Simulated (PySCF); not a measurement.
Atom-mapped SMILES (the numbers label the heavy atoms): `[O:1]=[C:2]([F:3])[C:4]1([C:5]([F:6])([F:7])[F:8])[CH2:9][CH2:10]1`. Hydrogens are named by the atom that carries them.

[PySCF 2.14.0 with density-fitted response routines: geometry from GFN2-xTB; PBE0/pcSseg-1 with gauge-including orbitals; relativity neglected; one averaged value for each set of equivalent atoms; single conformer; in vacuum]

References, each an isolated molecule treated in the same way: $^{13}$C and $^{1}$H vs TMS; H2O for $^{17}$O; CFCl3 for $^{19}$F.

| atoms | nucleus | count | δ (ppm) |
| --- | --- | --- | --- |
| Hb(C9)/Hb(C10) | $^{1}$H | 2 | ? |
| C5 | $^{13}$C | 1 | 133.2 |
| Ha(C9)/Ha(C10) | $^{1}$H | 2 | 1.57 |
| C9/C10 | $^{13}$C | 2 | ? |
| O1 | $^{17}$O | 1 | 420.9 |
| C4 | $^{13}$C | 1 | ? |
| C2 | $^{13}$C | 1 | 170.8 |
| F3 | $^{19}$F | 1 | 57.1 |
| F6/F7/F8 | $^{19}$F | 3 | -83.5 |

Task: Fill in the missing shifts.

Result: 
- C4: 28.0 ppm, three-membered-ring carbon; carbons of three-membered rings are unusually shielded
- C9/C10: 20.3 ppm, three-membered-ring carbon; carbons of three-membered rings are unusually shielded
- Hb(C9)/Hb(C10): 1.66 ppm, hydrogen on a three-membered-ring carbon

Shifts are as computed. Against solution values, carbons near 30 ppm lie about +3 ppm off and those near 130 ppm about +5 ppm. Of 1211 compounds with measured shifts, 218 miss one by over three times the rms of a fit or turn the order of signals round; such compounds aren't used in these exercises. Unscaled 19F shifts against computed CFCl3 carry errors that often reach 10 to 50 ppm. Unscaled 17O shifts of doubly bonded oxygen tend to come out too high, by tens of ppm or more. Experimental scales use liquid or dissolved standards, which lie at an offset from isolated H2O (liquid H2O: subtract about 36 ppm).
